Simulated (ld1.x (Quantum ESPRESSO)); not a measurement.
Ti (Z = 22) RRKJ: all-electron and pseudo phase curves

```json
{
  "Element": "Ti (Z = 22)",
  "Generator": "ld1.x (Quantum ESPRESSO) 7.5",
  "Type": "norm-conserving RRKJ (Kleinman–Bylander form)",
  "Functional": "PBE",
  "Relativity": "fully relativistic",
  "Frozen core": "[Ar]",
  "Valence charge": "4",
  "Reference configuration": "3d2 4s2 4p0",
  "Partial waves": "4p (bound, empty): rc 2.85 bohr; 3d (bound): rc 1.95 bohr; 4f channel at 0.05 Ry: rc 2.60 bohr; 4s (bound): rc 2.50 bohr",
  "Local potential": "the s channel",
  "Core correction": "none"
}
```

Open shells are filled in proportion to 2j + 1 (rel_dist='average').

The phase is arctan(r·u′/u) with u = r·R(r), unwrapped; energies in Ry, scanned from -2 to 5 Ry. A pole is an energy at which the radial function vanishes at the test radius. The pseudo phase is shifted by a multiple of π to meet the all-electron one at the reference energy, and phase errors are pseudo minus all-electron; the curves can meet again beyond the range given. Levels narrower than the energy grid can be missing from the lists of poles.

| channel | radius (bohr) | reference energy (Ry) | poles, all-electron | poles, pseudo | unbroken range about the reference energy with phases within 0.05 rad | phase error 1 Ry above the reference energy (rad) |
| --- | --- | --- | --- | --- | --- | --- |
| s | 3.09 | -0.33 | 1.10 | 1.01, 4.67 | below 1.8 | -0.011 |
| p1/2 | 3.09 | -0.11 | 1.84 | 1.76 | below 3.6 | -0.011 |
| p3/2 | 3.09 | -0.11 | 1.86 | 1.77 | below 3.4 | -0.013 |
| d3/2 | 3.09 | -0.32 | -0.17, 3.12 | -0.17, 4.44 | below 0.4 | +0.118 |
| d5/2 | 3.09 | -0.31 | -0.17, 3.12 | -0.16, 4.45 | below 0.4 | +0.118 |
| f5/2 | 3.09 | 0.05 | 3.24 | 3.39 | below 4.1 | +0.003 |
| f7/2 | 3.09 | 0.05 | 3.24 | 3.39 | below 4.1 | +0.003 |

Phases in the d3/2 channel:

```
E (Ry)  all-electron  pseudo
 -2.00         1.341   1.343
 -1.52         1.305   1.308
 -1.04         1.237   1.244
 -0.56         0.954   0.970
 -0.08        -1.682  -1.668
  0.40        -1.945  -1.893
  0.88        -2.343  -2.119
  1.36        -3.640  -2.717
  1.84        -4.366  -3.869
  2.32        -4.570  -4.346
  2.80        -4.668  -4.517
  3.28        -4.733  -4.604
  3.76        -4.791  -4.658
  4.24        -4.858  -4.698
  4.72        -4.966  -4.730
```
